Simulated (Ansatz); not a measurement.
Breaking the Si1–Cl3 bond in ClHSi (SMILES [SiH]Cl) (multiplicity 1 held, fragments rigid). Energies count from the point at 2.094 Å.
Geometry at that point (charge 0, multiplicity 1):
```xyz
3

Si     0.7871    -0.2262     0.7486
H      1.8307    -0.4936    -0.3325
Cl    -0.7559     0.2153    -0.5969
```

Restricted levels (R-, RO-) in cc, def2 and unpolarised 6-31G sets keep to the state of the molecule at rest. U- levels take the lowest unrestricted solution at each point, which mixes spins at long bonds. Active spaces are followed from a long bond inwards. Curves can end on different states.

Cores are frozen in the correlated methods.

Run with Ansatz (a first-principles code). 

Energies in kJ/mol.

```
R (Å)  R-HF/cc-pV(D+d)Z  U-HF/cc-pV(D+d)Z  U-MP2/cc-pV(D+d)Z  U-SCS-MP2/cc-pV(D+d)Z  SC-NEVPT2 on CASSCF(6,4)/cc-pV(D+d)Z  FIC-MRCISD+Q on CASSCF(6,4)/cc-pV(D+d)Z
-----  ----------------  ----------------  -----------------  ---------------------  ------------------------------------  ---------------------------------------
1.675               278               279                273                    276                                   274                                      280
1.885                49                49                 47                     48                                    46                                       50
2.094                 0                 0                  0                      0                                     0                                        0
2.304                24                24                 27                     25                                    17                                       24
2.513                75                76                 80                    [?]                                    68                                       74
2.827               163               165                170                    164                                   154                                      160
3.141               245               241                275                    268                                   232                                      235
3.665               355               286                362                    [?]                                   326                                      324
4.189               437               298                384                    371                                   373                                      365
4.817               506               301                390                    377                                   389                                      379
5.655               562               302                392                    [?]                                   398                                      382
6.702               602               302                392                    379                                   399                                      383
```

### Question
Some entries are withheld; supply them.

### Answer

- 3.665, U-SCS-MP2/cc-pV(D+d)Z: 351
- 5.655, U-SCS-MP2/cc-pV(D+d)Z: 378
- 2.513, U-SCS-MP2/cc-pV(D+d)Z: 76

Doubts at one or more of the structures used: a restricted determinant that unrestricted orbitals would lower (R-HF/cc-pV(D+d)Z); a spin-contaminated determinant (U-HF/cc-pV(D+d)Z, U-MP2/cc-pV(D+d)Z, U-SCS-MP2/cc-pV(D+d)Z); active orbitals that take no part (SC-NEVPT2 on CASSCF(6,4)/cc-pV(D+d)Z, FIC-MRCISD+Q on CASSCF(6,4)/cc-pV(D+d)Z).
